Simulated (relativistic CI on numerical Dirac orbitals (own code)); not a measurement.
**Line list: Electric-dipole lines, Ir XXIX**

Computed by Dirac-Coulomb-Breit CI, orbitals from a KLI potential per configuration, a model potential for QED, unscaled Slater integrals (own radial code, finite nucleus).

Configuration list (outside the closed core [Ar] 3d10): 4s2.4p6.4d10.4f3, 4s2.4p6.4d9.4f4, 4s2.4p6.4d10.4f2.5s, 4s2.4p6.4d10.4f2.5p, 4s2.4p6.4d10.4f.5s2, 4s2.4p6.4d10.4f.5s.5p, 4s2.4p5.4d10.4f4, 4s2.4p6.4d10.4f2.5d, 4s2.4p6.4d10.4f.5p2, 4s2.4p6.4d10.4f.5s.5d, 4s.4p6.4d10.4f4, 4s2.4p6.4d9.4f2.5s2, 4s2.4p6.4d10.4f2.5f, 4s2.4p6.4d10.4f2.6s, 4s2.4p6.4d10.4f.5d2, 4s2.4p6.4d10.4f2.6p. Levels of other configurations are missing.

```
λ vac (nm)                             Lower                              Upper   A (s⁻¹)  E lower (cm⁻¹)  E upper (cm⁻¹)
    25.617   4s2.4p6.4d10.4f2.5s 4H_7/2 [42]   4s2.4p6.4d10.4f2.5p 4H°_7/2 [67]  7.10e+09         1238336         1628698
    25.728   4s2.4p6.4d10.4f2.5s 4F_9/2 [49]   4s2.4p6.4d10.4f2.5p 2F°_7/2 [75]  7.58e+09         1289559         1678245
    25.792   4s2.4p6.4d10.4f2.5s 4F_9/2 [54]   4s2.4p6.4d10.4f2.5p 2G°_9/2 [84]  9.05e+09         1327507         1715217
    25.797  4s2.4p6.4d10.4f2.5s 4H_13/2 [52]  4s2.4p6.4d10.4f2.5p 2I°_13/2 [77]  9.97e+09         1299587         1687228
    25.846  4s2.4p6.4d10.4f2.5s 4H_13/2 [52]  4s2.4p6.4d10.4f2.5p 4G°_11/2 [76]  1.49e+10         1299587         1686500
    25.924   4s2.4p6.4d10.4f2.5s 4F_7/2 [48]   4s2.4p6.4d10.4f2.5p 4F°_5/2 [74]  1.06e+10         1287626         1673369
    26.014   4s2.4p6.4d10.4f2.5s 4H_9/2 [43]   4s2.4p6.4d10.4f2.5p 4H°_7/2 [67]  1.47e+10         1244290         1628698
    26.023  4s2.4p6.4d10.4f2.5s 4H_11/2 [46]   4s2.4p6.4d10.4f2.5p 4H°_9/2 [71]  1.34e+10         1274422         1658696
    26.027   4s2.4p6.4d10.4f2.5s 4P_5/2 [63]  4s2.4p6.4d10.4f2.5p 2P°_3/2 [103]  1.87e+10         1371618         1755829
    26.033   4s2.4p6.4d10.4f2.5s 4F_9/2 [54]   4s2.4p6.4d10.4f2.5p 2F°_7/2 [81]  1.63e+10         1327507         1711629
    26.073   4s2.4p6.4d10.4f2.5s 4F_9/2 [49]   4s2.4p6.4d10.4f2.5p 2H°_9/2 [73]  8.77e+09         1289559         1673094
    26.117  4s2.4p6.4d10.4f2.5s 2I_13/2 [60]  4s2.4p6.4d10.4f2.5p 2K°_13/2 [90]  1.01e+10         1349991         1732890
    26.130  4s2.4p6.4d10.4f2.5s 4H_11/2 [46]  4s2.4p6.4d10.4f2.5p 4I°_11/2 [70]  9.23e+09         1274422         1657125
    26.148   4s2.4p6.4d10.4f2.5s 4F_5/2 [45]   4s2.4p6.4d10.4f2.5p 2D°_3/2 [69]  1.67e+10         1266662         1649098
    26.152  4s2.4p6.4d10.4f2.5s 2I_13/2 [60]  4s2.4p6.4d10.4f2.5p 2H°_11/2 [89]  1.33e+10         1349991         1732377
    26.159   4s2.4p6.4d10.4f2.5s 4F_3/2 [44]   4s2.4p6.4d10.4f2.5p 4G°_5/2 [68]  1.20e+10         1261613         1643892
    26.194   4s2.4p6.4d10.4f2.5s 4F_7/2 [48]   4s2.4p6.4d10.4f2.5p 4G°_7/2 [72]  7.25e+09         1287626         1669391
    26.198  4s2.4p6.4d10.4f2.5s 2I_11/2 [61]  4s2.4p6.4d10.4f2.5p 2K°_13/2 [90]  1.15e+10         1351178         1732890
    26.233  4s2.4p6.4d10.4f2.5s 2I_11/2 [61]  4s2.4p6.4d10.4f2.5p 2H°_11/2 [89]  8.20e+09         1351178         1732377
    26.245   4s2.4p6.4d10.4f2.5s 2D_5/2 [56]   4s2.4p6.4d10.4f2.5p 2D°_3/2 [78]  1.70e+10         1329067         1710098
    26.249   4s2.4p6.4d10.4f2.5s 2F_7/2 [58]   4s2.4p6.4d10.4f2.5p 2G°_9/2 [84]  1.23e+10         1334244         1715217
    26.254   4s2.4p6.4d10.4f2.5s 2D_3/2 [57]   4s2.4p6.4d10.4f2.5p 2F°_5/2 [82]  1.12e+10         1331423         1712317
    26.278   4s2.4p6.4d10.4f2.5s 4H_9/2 [47]   4s2.4p6.4d10.4f2.5p 4H°_9/2 [71]  6.68e+09         1278148         1658696
    26.321   4s2.4p6.4d10.4f2.5s 4H_7/2 [42]   4s2.4p6.4d10.4f2.5p 4I°_9/2 [66]  1.20e+10         1238336         1618267
    26.327   4s2.4p6.4d10.4f2.5s 4F_9/2 [49]   4s2.4p6.4d10.4f2.5p 4G°_7/2 [72]  7.67e+09         1289559         1669391
    26.387   4s2.4p6.4d10.4f2.5s 4H_9/2 [47]  4s2.4p6.4d10.4f2.5p 4I°_11/2 [70]  1.07e+10         1278148         1657125
    26.456   4s2.4p6.4d10.4f2.5s 2G_7/2 [51]   4s2.4p6.4d10.4f2.5p 2H°_9/2 [73]  6.75e+09         1295113         1673094
    26.528  4s2.4p6.4d10.4f2.5s 2H_11/2 [53]  4s2.4p6.4d10.4f2.5p 2I°_13/2 [77]  1.10e+10         1310265         1687228
    26.579  4s2.4p6.4d10.4f2.5s 2H_11/2 [53]  4s2.4p6.4d10.4f2.5p 4G°_11/2 [76]  6.65e+09         1310265         1686500
    26.740   4s2.4p6.4d10.4f2.5s 4H_9/2 [43]   4s2.4p6.4d10.4f2.5p 4I°_9/2 [66]  8.39e+09         1244290         1618267
```

Terms are leading LS components. Brackets give the number of a level in order of energy, since labels repeat. The list gives strong lines, with weight on those to low levels, without lines whose two gauges differ by over a factor of 2.5, among the lowest 200 of 2550 levels, so that lines to higher ones, which can be the strongest, are missing. Levels whose partners in the same complex of configurations lie outside the list can be far off, and so can their lines. Rates are taken at the computed energies, electric ones in the length gauge.

At this charge energies of transitions that change n are usually good to better than 1 %, and those within a shell (Δn = 0) to a few per cent. Terms inside the open d or f shell come out 10 to 20 % too wide with unscaled integrals.

Task: From the table, what is the radiative lifetime of 4s2.4p6.4d10.4f2.5p 4H°_7/2?

Result: The listed rates from this level add up to about 2.18e+10 s⁻¹, 98 % of its decay; with all channels τ = 4.52e-11 s.

LS names give the leading component of a level, which can be under half, so a name can repeat, a term be missing and a line seem to break the LS rules.
